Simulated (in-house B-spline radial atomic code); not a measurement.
**Ionising Bi8+ with different functionals**

Computed with an all-electron radial atomic-structure program (B-spline basis): scalar-relativistic (spin-free X2C) Hamiltonian, Fermi nucleus of rms radius 5.5211 fm, spin-polarised at highest spin, spherical fractional occupations for the functionals, and exact exchange of hybrids averaged over the configuration. The ionisation energy is the difference of two self-consistent energies, [Xe] 4f14 5d7 → [Xe] 4f14 5d6, without Breit or QED terms; ε is the level of the shell that loses the electron (its least bound occupied spin orbital). There is no spin-orbit coupling in this Hamiltonian.

```
   method                    rung  ΔSCF (eV)  -ε(5d) (eV)
     PBE0           global hybrid     143.14       136.35
    B3LYP           global hybrid     143.24       135.89
    TPSSh           global hybrid     143.05       134.73
BHandHLYP           global hybrid     142.98       138.72
  r2SCAN0           global hybrid     143.02       136.35
    B97-1           global hybrid     143.27       136.03
    HSE06  range-separated hybrid          ?            ?
    wB97X  range-separated hybrid          ?            ?
CAM-B3LYP  range-separated hybrid     143.19       137.86
  LC-wPBE  range-separated hybrid     143.08       139.09
```

(1) What does wB97X give?

(2) What does HSE06 give?

(3) Among the functionals, which spreads more, the ΔSCF values or the orbital energies?

(4) How do they compare with the NIST value?

Results:

(1) ΔSCF 142.90 eV, and -ε(5d) = 138.75 eV.

(2) ΔSCF 143.05 eV, and -ε(5d) = 135.85 eV.

(3) The orbital energies: ΔSCF values span about 0.37 eV and the orbital energies 4.35 eV; here energy differences depend much less on the functional than eigenvalues do.

(4) NIST lists 143 eV ± 2.2 (tabulated theory, ground level to ground level). Errors run from -0.10 to +0.27 eV; all lie within about twice that uncertainty, so the table can't rank the methods.
